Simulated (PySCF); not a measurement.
Lowest triplet excitation (TDA) (eV) of eight silicon and germanium compounds: TDDFT-PBE beside TDDFT-CAM-B3LYP, computed with PySCF for isolated molecules in the bases named; differences from unrounded values. The eight are the first of their class met in an unordered collection, after screening for sound electronic states; none was chosen by its value. Each molecule has one DFT geometry for both levels.

```csv
molecule,basis,TDDFT-CAM-B3LYP
"Si(Br)2(Me)(NH2) (CH5Br2NSi), SMILES C[Si](N)(Br)Br",def2-SVPD,6.45
"C2H8FNSi2, SMILES N[SiH2]/C(F)=C\[SiH3]",def2-SVPD,3.79
"Ge(F)2(OH)(NH2) (F₂GeH₃NO), SMILES [NH2][Ge]([F])([F])[OH]",def2-SVPD,6.10
"H₈N₂OSi₂, SMILES [SiH2](N[SiH2]O)N",def2-SVPD,6.02
"C₃H₆F₂Si, SMILES F[C@@H]1C([SiH3])[C@H]1F",def2-SVPD,7.28
"FH6NOSi2, SMILES N[SiH2]O[SiH2]F",def2-SVPD,6.52
"Si(F)2(OH)(SiH3) (F2H4OSi2), SMILES O[Si](F)(F)[SiH3]",def2-SVPD,6.92
"Si(F)(OH)2(OSiH3) (FH₅O₃Si₂), SMILES O([SiH3])[Si](O)(O)F",def2-SVPD,7.30
```

Problem. Estimate the TDDFT-PBE values and say how TDDFT-PBE differs from TDDFT-CAM-B3LYP over the set. (The exact figures need the calculation; the answer reports its results.)

Solution. 
```json
[
 {"molecule": "Si(Br)2(Me)(NH2) (CH5Br2NSi), SMILES C[Si](N)(Br)Br", "TDDFT-PBE": "5.41", "difference": "-1.04"},
 {"molecule": "C2H8FNSi2, SMILES N[SiH2]/C(F)=C\\[SiH3]", "TDDFT-PBE": "3.77", "difference": "-0.02"},
 {"molecule": "Ge(F)2(OH)(NH2) (F₂GeH₃NO), SMILES [NH2][Ge]([F])([F])[OH]", "TDDFT-PBE": "5.16", "difference": "-0.93"},
 {"molecule": "H₈N₂OSi₂, SMILES [SiH2](N[SiH2]O)N", "TDDFT-PBE": "5.14", "difference": "-0.88"},
 {"molecule": "C₃H₆F₂Si, SMILES F[C@@H]1C([SiH3])[C@H]1F", "TDDFT-PBE": "6.31", "difference": "-0.97"},
 {"molecule": "FH6NOSi2, SMILES N[SiH2]O[SiH2]F", "TDDFT-PBE": "5.91", "difference": "-0.61"},
 {"molecule": "Si(F)2(OH)(SiH3) (F2H4OSi2), SMILES O[Si](F)(F)[SiH3]", "TDDFT-PBE": "6.47", "difference": "-0.44"},
 {"molecule": "Si(F)(OH)2(OSiH3) (FH₅O₃Si₂), SMILES O([SiH3])[Si](O)(O)F", "TDDFT-PBE": "6.25", "difference": "-1.05"}
]
```
TDDFT-PBE lies below TDDFT-CAM-B3LYP in 8 and above it in 0 of the eight; the mean signed difference is -0.74 and the largest -1.05 eV.
